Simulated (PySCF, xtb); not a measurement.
AlGeH₅, SMILES [AlH2][GeH3].

GFN2-xTB (xtb) at its own geometry gives an orbital gap of 4.11 eV and a dipole moment of 0.23 D.

Coordinates come from a PBE0-D3(BJ)/def2-TZVP optimisation.

Problem. What does r2SCAN/def2-TZVPD in PySCF give? (An estimate is asked for; the answer gives what the named calculation found.)

Solution. gap 4.24 eV (levels -6.80 and -2.55 eV), dipole 0.38 D.
